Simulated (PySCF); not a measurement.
CaF, SMILES [F][Ca+], charge +1. Coordinates come from a PBE-D3(BJ)/def2-TZVPD optimisation. The multiplicity is an assumed one; other spin states were not compared.

Question: Give the equilibrium geometry at PBE-D3(BJ)/def2-TZVPD (PySCF confirms it by a frequency run) as a Z-matrix, and its point group. (The exact figures need the calculation; the answer reports its results.)

Answer: point group C∞v.
```
Ca
F 1 1.8794
```
Charge +1, spin multiplicity 1.
